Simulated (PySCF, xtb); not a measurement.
MoFH5, SMILES [F][MoH5], multiplicity 1.

GFN2-xTB (xtb 6.7.1) at its own geometry gives an orbital gap of 1.67 eV and a dipole moment of 4.29 D.

The structure is a stationary point at B3LYP-D3(BJ)/def2-TZVP. A frequency run showed that this geometry is not a minimum. The multiplicity is an assumed one; other spin states were not compared. The def2 effective core potentials stand for the cores of Mo; spin–orbit coupling is left out.

Problem. What does PySCF with ωB97X/def2-TZVPD give? (The exact figures need the calculation; the answer reports its results.)

Solution. gap 8.14 eV (levels -10.39 and -2.26 eV), dipole 1.10 D.
